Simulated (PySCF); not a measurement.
**Radial density of Nb (niobium, neutral)**

UHF, [Kr] 4d5, high-spin 6S determinant (an excited configuration). Calculation: PySCF 2.14, in x2c-TZVPPall with one added diffuse shell each of s, p, d, f type (9s7p7d3f1g, 95 functions); the spin-free X2C one-electron Hamiltonian (Gaussian nucleus).

```tsv
r (bohr)	4πr²ρ (e/bohr)	4πr²(ρα − ρβ)
0.0385	46.44	-0.0071
0.0648	46.70	-0.0108
0.109	63.63	0.0473
0.183	44.09	0.2824
0.308	45.93	0.3621
0.518	30.69	0.0070
0.872	10.15	0.6578
1.47	7.893	2.3635
2.47	1.994	1.5445
4.15	0.3527	0.3502
6.98	0.02004	0.0200
11.7	0.0001271	0.0001
```

Densities and radii are taken from the X2C orbitals without a picture-change correction, which distorts them close to the nucleus.

(1) Where is the radial spin density 4πr²(ρα − ρβ) most negative, and why is it negative at all?

Results:

(1) Around r = 0.0648 bohr, down to -0.0108 e/bohr: exchange with the open shell polarises the paired shells in an unrestricted calculation.
